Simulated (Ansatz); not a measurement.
`C[N](C)[InH][Br]` → `[Br][InH2]` + `C=NC` at 600 K and 1 bar (β-hydride elimination).

Computed with Ansatz on PBE0-D4/def2-TZVP structures; ΔE is electronic, products minus reactants. CCSD(T)/CBS adds triple-zeta CCSD(T) − MP2 to the extrapolated MP2 energy (def2 sets, frozen cores). def2 core potentials past Kr. For Br, In outer-core shells are correlated without core-valence functions, which leaves a few kJ/mol of doubt a bond. Scalar relativity is left out up to krypton. One conformer a species, not always the lowest.

| species | CCSD(T)/CBS energy (Eh) | H − E (kJ/mol) | S (J/(mol·K)) |
| --- | --- | --- | --- |
| `C[N](C)[InH][Br]` | -2898.19389 | 300.7 | 494.8 |
| `[Br][InH2]` | -2764.36342 | 64.8 | 330.8 |
| `C=NC` | -133.77870 | 215.0 | 312.3 |

H − E and S are ideal-gas, rigid-rotor, harmonic terms from PBE0-D4/def2-TZVP, for one conformer and one mirror image of each species. 1 Eh = 2625.50 kJ/mol, R = 8.31446 J/(mol·K).

Question: By hand: ΔE, ΔH, ΔS and ΔG.

Answer: ΔE = (-2764.36342) + (-133.77870) − (-2898.19389) = 0.05177 Eh = 135.9 kJ/mol. Δ(H − E) = 64.8 + 215.0 − 300.7 = -20.9, so ΔH = 115.0 kJ/mol. ΔS = 330.8 + 312.3 − 494.8 = 148.3 J/(mol·K). ΔG = 115.0 − 600 × (148.3)/1000 = 26.0 kJ/mol.

Question: By hand: the equilibrium constant, and the temperature at which ΔG would vanish if ΔH and ΔS stayed fixed.

Answer: log₁₀ K = −ΔG/(RT ln 10) = -2.3. ΔG = 0 at ΔH/ΔS = 775 K.

The number of gas molecules changes by +1, which sets the sign of ΔS. A doubt of 5 kJ/mol in ΔE shifts log₁₀ K by 0.4 here. Other conformers and mirror images would add mixing entropy, several J/(mol·K) or more a flexible species. These are equilibria of isolated gas molecules and say nothing of rates. Largest T1 diagnostic: 0.014 (customary marks: 0.02 for closed shells, 0.045 for open ones).
